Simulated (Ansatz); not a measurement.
Geometry optimisation, RKS PBE/cc-pVDZ (Ansatz).

Input:

```yaml
crystal:
  periodic: [false, false, false]
  atoms:
    - { symbol: Al, position_ang: [-0.438588, 0.828841, 1.332185] }
    - { symbol: "N", position_ang: [0.179669, -0.710743, 0.456184] }
    - { symbol: C, position_ang: [-0.598005, -1.449916, -0.54133] }
    - { symbol: F, position_ang: [-1.728207, 1.660259, 0.605395] }
    - { symbol: F, position_ang: [0.234182, 1.322647, 2.805674] }
    - { symbol: H, position_ang: [1.458457, 0.81851, -0.727728] }
    - { symbol: O, position_ang: [1.601131, 1.776994, -0.877368] }
    - { symbol: H, position_ang: [0.853294, -1.307196, 0.949319] }
    - { symbol: H, position_ang: [-1.143709, -2.327393, -0.124934] }
    - { symbol: H, position_ang: [-1.355509, -0.777762, -0.992642] }
    - { symbol: H, position_ang: [0.047726, -1.820896, -1.368469] }
    - { symbol: H, position_ang: [0.889558, 1.986655, -1.516286] }
basis:
  gaussian: { orbitals: cc-pVDZ }
hamiltonian:
  xc: pbe
relax:
  f_tol: 0.03
  max_steps: 50
```

Run as:

```bash
$ ansatz run input.yaml --threads 2 --pin off --max-ram 3072MiB --backend cpu --events-out ev --progress --plain --runs-dir out
```

Where does it end, and by what steps?

The run converged. After 11 steps the energy has fallen by 0.876 eV; O7 moved furthest, 0.69 Å. Joined: Al1–O7.

```
step  energy less start (eV)  largest force component (eV/Å)  accepted
   0                  0.0000                           1.057       yes
   1                 -0.2009                           0.944       yes
   2                 -0.4038                           1.232       yes
   3                 -0.7280                           0.893       yes
   4                 -0.7755                           1.273       yes
   5                 -0.7615                           0.703        no
   6                 -0.8624                           0.223       yes
   7                 -0.8696                           0.117       yes
   8                 -0.8737                           0.089       yes
   9                 -0.8749                           0.051       yes
  10                 -0.8757                           0.042       yes
  11                 -0.8760                           0.016       yes
```

```xyz
12
Properties=species:S:1:pos:R:3
Al -0.149 0.974 0.954
N 0.338 -0.665 0.208
C -0.606 -1.501 -0.549
F -1.584 1.645 0.310
F 0.340 1.363 2.540
H 1.233 0.699 -0.591
O 1.235 1.695 -0.298
H 0.967 -1.256 0.768
H -1.204 -2.189 0.091
H -1.328 -0.851 -1.084
H -0.086 -2.123 -1.310
H 0.845 2.210 -1.036
```

Time of the run: 36 s on 2 threads of Intel(R) Xeon(R) Platinum 8488C (Sapphire Rapids) (shared host), peak memory 0.2 GiB.
